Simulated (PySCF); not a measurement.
C₅H₆O₂, SMILES Cc1coc(O)c1. Heavy atoms are numbered as in [CH3:1][c:2]1[cH:3][o:4][c:5]([OH:6])[cH:7]1. Hydrogens are named by the atom that carries them.

Geometry: TPSSh-D3(BJ)/def2-SVP. The values are those of a single conformer.

Calculation: PBE/def2-TZVP (PySCF).

ESP charges are fitted to the potential on shells at 1.4 to 2.0 van der Waals radii. Atomic charges (e), one atom of each kind:

```json
[
 {"atom": "C1 (CH3)", "Mulliken": "-0.38", "ESP fit": "-0.69"},
 {"atom": "C2", "Mulliken": "0.09", "ESP fit": "0.55"},
 {"atom": "C3 (CH)", "Mulliken": "-0.11", "ESP fit": "…"},
 {"atom": "O4", "Mulliken": "-0.15", "ESP fit": "-0.04"},
 {"atom": "C5", "Mulliken": "0.26", "ESP fit": "…"},
 {"atom": "O6 (OH)", "Mulliken": "-0.33", "ESP fit": "…"},
 {"atom": "C7 (CH)", "Mulliken": "-0.31", "ESP fit": "-0.71"},
 {"atom": "H on C1", "Mulliken": "0.13", "ESP fit": "…"},
 {"atom": "H on C3", "Mulliken": "0.12", "ESP fit": "…"},
 {"atom": "H on O6", "Mulliken": "0.32", "ESP fit": "0.44"},
 {"atom": "H on C7", "Mulliken": "0.11", "ESP fit": "0.25"}
]
```

Task: Fill in the missing entries. (An estimate is asked for; the answer gives what the named calculation found.)

Result: 
- C3 (CH), ESP fit: -0.49
- C5, ESP fit: 0.46
- O6 (OH), ESP fit: -0.54
- H on C1, ESP fit: 0.18
- H on C3, ESP fit: 0.24

Computed Mayer and Wiberg (Löwdin basis) orders of the bonds:
```csv
bond,Mayer,Wiberg
C1–C2,0.93,1.26
C2–C3,1.63,1.72
C3–O4,1.05,1.48
O4–C5,1.18,1.58
C5–O6,1.23,1.76
C2–C7,1.18,1.31
C5–C7,1.58,1.70
```
